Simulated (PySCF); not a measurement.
**Polarisability and C₆ of Sb²⁺ (antimony, charge +2)**

[Kr] 4d10 5s2 5p1, 2P determinant. Calculation: PySCF 2.14, in aug-cc-pVTZ-DK3 (8s7p5d2f, 68 functions); scalar relativity by spin-free X2C-1e. Coupled (time-dependent) response in atomic units; α is the mean over directions.

| method | mean α (bohr³) | α xx, yy, zz | C₆ (like pair) | S(−4) |
| --- | --- | --- | --- | --- |
| wB97X | 15.69 | 15.57, 15.91, 15.57 | 92.97 | 73.65 |

S(−4) is the Cauchy moment in α(ω) = α(0) + S(−4) ω² + …

Spin-orbit coupling is absent.

α(iu) at wB97X:

```tsv
u (hartree)	α(iu) (bohr³)
0	15.69
0.0500	15.50
0.100	14.99
0.200	13.25
0.300	11.17
0.500	7.634
0.750	4.968
1.00	3.501
1.50	2.064
2.00	1.388
3.00	0.7588
5.00	0.3243
```

For an ion, C₆ is the dispersion term alone; charge-induced terms of lower order in 1/R come first.

The components differ because the open shell of this determinant is not spherical; for a pure term their mean is the scalar polarisability.
